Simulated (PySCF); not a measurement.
Molfile (atoms numbered from 1):
```
C4H11N2OP
     RDKit          3D

 19 19  0  0  0  0  0  0  0  0999 V2000
    1.8463    0.5756   -1.2084 N   0  0  0  0  0  0  0  0  0  0  0  0
    0.8478    0.5876   -0.0101 P   0  0  0  0  0  5  0  0  0  0  0  0
    1.3816    1.6580    1.1659 N   0  0  0  0  0  0  0  0  0  0  0  0
   -0.9145    1.1065   -0.2495 C   0  0  0  0  0  0  0  0  0  0  0  0
   -1.6593   -0.0763   -0.8674 C   0  0  0  0  0  0  0  0  0  0  0  0
   -1.6991   -1.2038   -0.0285 O   0  0  0  0  0  0  0  0  0  0  0  0
   -0.4458   -1.8119    0.1613 C   0  0  0  0  0  0  0  0  0  0  0  0
    0.5239   -0.9508    0.9696 C   0  0  0  0  0  0  0  0  0  0  0  0
    1.6304   -0.0340   -1.9810 H   0  0  0  0  0  0  0  0  0  0  0  0
    1.4637    2.5823    0.7518 H   0  0  0  0  0  0  0  0  0  0  0  0
    2.3103    1.3748    1.4656 H   0  0  0  0  0  0  0  0  0  0  0  0
   -0.9512    1.9648   -0.9245 H   0  0  0  0  0  0  0  0  0  0  0  0
   -1.3562    1.3750    0.7099 H   0  0  0  0  0  0  0  0  0  0  0  0
   -2.7060    0.1805   -1.0551 H   0  0  0  0  0  0  0  0  0  0  0  0
   -1.1855   -0.3409   -1.8285 H   0  0  0  0  0  0  0  0  0  0  0  0
    0.0079   -2.0480   -0.8166 H   0  0  0  0  0  0  0  0  0  0  0  0
   -0.6563   -2.7505    0.6820 H   0  0  0  0  0  0  0  0  0  0  0  0
    0.0891   -0.6918    1.9346 H   0  0  0  0  0  0  0  0  0  0  0  0
    1.4631   -1.4877    1.1216 H   0  0  0  0  0  0  0  0  0  0  0  0
  1  2  2  0
  2  3  1  0
  2  4  1  0
  4  5  1  0
  5  6  1  0
  6  7  1  0
  7  8  1  0
  8  2  1  0
  1  9  1  0
  3 10  1  0
  3 11  1  0
  4 12  1  0
  4 13  1  0
  5 14  1  0
  5 15  1  0
  7 16  1  0
  7 17  1  0
  8 18  1  0
  8 19  1  0
M  END
```

PySCF 2.14 calculation with geometry from GFN2-xTB and GIAO PBE0/pcSseg-1 shieldings; non-relativistic Hamiltonian, single conformer, rapidly exchanging positions averaged, in vacuum.

Shifts are taken against calculated references (same method and geometry level): TMS for 13C and 1H; NH3 for 15N; H3PO4 for 31P; H2O for 17O.

```tsv
atoms	nucleus	count	δ (ppm)
C4/C8	13C	2	38.2
H12/H19	1H	2	?
P2	31P	1	-2.3
C5/C7	13C	2	?
H15/H16	1H	2	3.57
H9	1H	1	1.68
N3	15N	1	?
H13/H18	1H	2	2.07
O6	17O	1	?
N1	15N	1	57.7
H14/H17	1H	2	4.41
H10/H11	1H	2	1.79
```

Task: Estimate the values marked ?.

Result: 
- C5/C7: 68.7 ppm, sp3 CH2 bonded to O; pulled downfield by the heteroatom
- H12/H19: 1.12 ppm, hydrogen on an sp3 CH2 bonded to P
- N3: 62.2 ppm, nitrogen bonded to P, 2 H
- O6: 55.0 ppm, ether oxygen

OH and NH positions are those of a molecule without intermolecular hydrogen bonds; in solution they move with solvent, concentration and temperature, and exchange usually removes their couplings. Shifts are as computed. Against solution values, carbons near 30 ppm lie about +3 ppm off and those near 130 ppm about +5 ppm. Of 1211 compounds with measured shifts, 218 miss one by over three times the rms of a fit or turn the order of signals round; such compounds aren't used in these exercises. Experimental scales use liquid or dissolved standards, which lie at an offset from isolated NH3 (liquid NH3: subtract about 20 ppm) and H2O (liquid H2O: subtract about 36 ppm) and H3PO4.
